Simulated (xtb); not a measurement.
ClHO₃W, SMILES [O]=[W](=[O])([OH])[Cl], multiplicity 1. All values are semi-empirical tight-binding results from xtb (GFN2-xTB unless named), good for trends rather than for accurate numbers. The structure is a stationary point at GFN2-xTB. The multiplicity is an assumed one; no other spin state was optimised. The structure was generated by enumeration; whether it is a known compound was not checked. The values are those of a single conformer.

Optimised geometry:

Bonded distances (Å): W1–O2 1.682, W1–O3 1.682, W1–Cl4 2.190, W1–O5 1.839, O5–H6 0.968. Bond angles (°): O2–W1–O3 112.0, O2–W1–Cl4 105.5, O2–W1–O5 112.2, O3–W1–Cl4 105.5, O3–W1–O5 112.2, Cl4–W1–O5 108.9, W1–O5–H6 163.8.
Charge 0, spin multiplicity 1.

For metal compounds this method's bond lengths and energies can be far off.

The point group as xtb finds it is Cs and the orbital gap is 4.01 eV. The zero-point energy is 11.2 kcal/mol. The G − E(el) at 298.15 K (modified RRHO) is -9.4 kcal/mol.

Computed atomic charges and the Wiberg bond orders between heavy atoms:
charges (e) W1 1.15, O2 -0.50, O3 -0.50, Cl4 -0.06, O5 -0.45, H6 0.36. Bond orders W1–O2 2.09, W1–O3 2.09, W1–Cl4 1.32, W1–O5 1.27.
